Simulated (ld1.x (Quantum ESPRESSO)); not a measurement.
## Varying the TM potential for tin (Sn)

Base potential:

tin, norm-conserving Troullier–Martins (Kleinman–Bylander form), made with ld1.x (Quantum ESPRESSO) 7.5 (LDA (PZ), scalar-relativistic). Core [Kr] 4d10, reference 5s2 5p2. Waves: 5s (bound): rc 2.10 bohr; 5p (bound): rc 2.75 bohr. Local part: all-electron potential smoothed inside 1.85 bohr (lloc = -1). Core correction: Bessel-smoothed model core, default radius (core density twice the valence density).

Cutoffs, loose and tight: the cutoffs (Ry, on a coarse ladder) from which the occupation-weighted sum of valence levels, in a spherical-Bessel basis at the reference potential, stays within 10 and 1 mRy of its value at 400 Ry. They do not see the model core or the augmentation charge, which bear on the density cutoff. Test errors are all-electron minus pseudo excitation energies from the reference, over the configurations 5s2 5p1; 5s2 5p0; 5s1 5p0; 5s2 5p1.5; 5s0 5p4; 5s2 5p2.3; 5s1 5p2 (two spin-polarised tests are not counted in the largest error). A dash means not determined; rows that change the core or the reference have their own tests. The largest error is taken over the tests solved by every variant that gives reliable tests at all: 5s0 5p4; 5s2 5p1; 5s2 5p1.5; 5s2 5p2.3.

A true bound ghost makes a file unfit for plane-wave use even where its test errors are small: the radial tests pick states by their node count and pass the ghost by. Where a test does run into it, the solver fails or the error is huge.

The default core radius of the base comes out at 1.76 bohr.

```tsv
change	outcome	cutoff, loose	cutoff, tight	bound ghosts	largest test error (meV)
base	generated	25 Ry	30 Ry	s	-35
core correction Bessel-smoothed model core inside 0.80 bohr	generated	25 Ry	30 Ry	s	-36
core correction Bessel-smoothed model core inside 1.10 bohr	generated	25 Ry	30 Ry	s	-36
core correction Bessel-smoothed model core inside 1.22 bohr	generated	25 Ry	30 Ry	s	-36
core correction Bessel-smoothed model core inside 1.50 bohr	generated	25 Ry	30 Ry	s	-36
core correction Bessel-smoothed model core inside 1.68 bohr	generated	25 Ry	30 Ry	s	-36
core correction Bessel-smoothed model core inside 1.88 bohr	generated	25 Ry	30 Ry	s	-34
core correction Bessel-smoothed model core inside 2.26 bohr	generated	25 Ry	30 Ry	s	-27
core correction Bessel-smoothed model core inside 2.52 bohr	generated	25 Ry	30 Ry	s	-18
```

**Question.** What comes out with this change to the base: core correction none?

**Answer.** outcome: generated; cutoff, loose: 25 Ry; cutoff, tight: 30 Ry; bound ghosts: s; largest test error (meV): +71.

**Question.** What comes out with this change to the base: core correction Bessel-smoothed model core inside 2.16 bohr?

**Answer.** outcome: generated; cutoff, loose: 25 Ry; cutoff, tight: 30 Ry; bound ghosts: s; largest test error (meV): -30.
